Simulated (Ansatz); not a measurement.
Mulliken charges of F3HOZr (`[OH][Zr]([F])([F])[F]`) from r2SCAN/def2-TZVPP in Ansatz (PBE0-D4/def2-TZVP geometry).

```csv
atom,x (Å),y (Å),z (Å),charge (e)
O1,-0.995,0.578,0.825,-0.546
Zr2,0.333,-0.203,-0.285,1.513
F3,1.519,-1.254,0.770,-0.392
F4,-0.492,-1.315,-1.591,-0.392
F5,1.325,1.163,-1.163,-0.392
H6,-1.649,0.967,1.398,0.210
```

Problem. By hand: the dipole of these point charges (1 e Å = 4.8032 D).

Solution. Σ q r = (-0.221, 0.131, 0.190) e Å, of length 0.320 e Å = 1.54 D.

Problem. How does the dipole of the full density compare? (Estimate.)

Solution. Ansatz gave: (-0.376, 0.223, 0.324) e Å, 2.61 D; the point charges give 0.59 times that, at 0° from its direction.

Point charges leave out the atoms' own dipoles, such as those of lone pairs, and Mulliken's split depends on the basis, so the two needn't agree.
